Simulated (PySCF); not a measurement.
**Ne (neon, neutral) across methods**

[Ne], closed-shell 1S. Computed with PySCF 2.14 in aug-cc-pwCVTZ (7s6p4d2f, 59 functions), with no relativity, point nucleus. The B2PLYP total includes its PT2 part (frozen core); its orbital energies are those of the SCF part.

```tsv
method	E (hartree)	mean ε 1s (eV)	mean ε 2s (eV)	mean ε 2p (eV)	Σ⟨r²⟩ (bohr²)	⟨S²⟩
PBE0	-128.8580	-845.37	-40.626	-16.012	9.678	0.000
UHF	-128.53329	-891.94	-52.610	-23.162	9.404	0.000
MN15	-128.8975	-830.25	-40.070	-17.124	9.680	0.000
B2PLYP	-128.9165	-863.39	-45.083	-18.766	9.595	0.000
M06	-128.9328	-845.62	-40.908	-16.119	9.595	0.000
r2SCAN	-128.9212	-836.82	-38.325	-14.007	9.656	0.000
LDA	-128.2198	-824.82	-36.065	-13.575	9.873	0.000
PBE	-128.8526	-829.79	-36.336	-13.359	9.850	0.000
PW91	-128.9325	-830.28	-36.374	-13.448	9.839	0.000
```
